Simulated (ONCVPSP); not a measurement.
# What one change does to a pseudopotential (N (Z = 7), ONCV)

```json
{
  "Element": "N",
  "Generator": "ONCVPSP 4.0.1",
  "Type": "optimised norm-conserving Vanderbilt (ONCV)",
  "Functional": "revPBE",
  "Relativity": "scalar-relativistic",
  "Frozen core": "[He]",
  "Valence charge": "5",
  "Reference configuration": "2s1.75 2p3.25",
  "Partial waves": "2s: rc 0.75 bohr, ncon 3, nbas 7, qcut 10.4 1/bohr, 2 projectors, debl 1.8 Ha; 2p: rc 1.20 bohr, ncon 4, nbas 9, qcut 5.6 1/bohr, 1 projector; d scattering state at 0.23 Ha: rc 1.25 bohr, ncon 5, nbas 8, qcut 6.8 1/bohr, 2 projectors, debl 1.1 Ha",
  "Local potential": "polynomial inside 0.45 bohr (lpopt 2, dvloc0 6 Ha)",
  "Core correction": "Teter function, fcfact 2.25, rcfact 1.15"
}
```

Change: core correction Teter function, fcfact 2.25, rcfact 2.04.

Cutoffs: the cutoffs (Ha) at which the residual kinetic energy of the hardest occupied pseudo-wave falls to 1 and 0.1 mHa per electron; they do not see the model core or the augmentation charge, which bear on the density cutoff. Errors are all-electron minus pseudo energies relative to the spin-unpolarised reference configuration.

**Question.** What does the change do?

**Answer.** The potential gets neither clearly harder nor softer (161 Ha and 192 Ha → 161 Ha and 192 Ha); of the 4 tests that both files solve, the error grows in 0 and shrinks in 3 by more than 15 % and 0.3 meV (median size 86.2 → 68.2 meV); neither file shows a bound ghost. That the errors move this way runs against the usual rule that smaller radii transfer better. A model core, the more so a compact one, raises the density cutoff, which this test does not measure.

| quantity | base | changed |
| --- | --- | --- |
| cutoff, loose | 161 Ha | 161 Ha |
| cutoff, tight | 192 Ha | 192 Ha |
| bound ghosts | none | none |
| GHOST(+) flags under 300 eV | none | none |
| error for 2s2 2p3, meV [ΔE -2.90 eV] | +0.6 | +0.6 |
| error for 2s2 2p2, meV [ΔE 10.64 eV] | +19 | +16 |
| error for 2s2 2p1, meV [ΔE 39.42 eV] | +153 | +121 |
| error for 2s2 2p0, meV [ΔE 86.40 eV] | +707 | +517 |
| s: phases at 0.76 bohr within 0.05 rad from the reference energy up to (Ha; the scan ends near 5) | to the end of the scan | to the end of the scan |
| p: phases at 1.22 bohr within 0.05 rad from the reference energy up to (Ha; the scan ends near 5) | 3.0 | 3.0 |
| d: phases at 1.27 bohr within 0.05 rad from the reference energy up to (Ha; the scan ends near 5) | to the end of the scan | to the end of the scan |
| rms error of d²Exc/dni dnj with the model core, mHa | 1.50 | 2.40 |
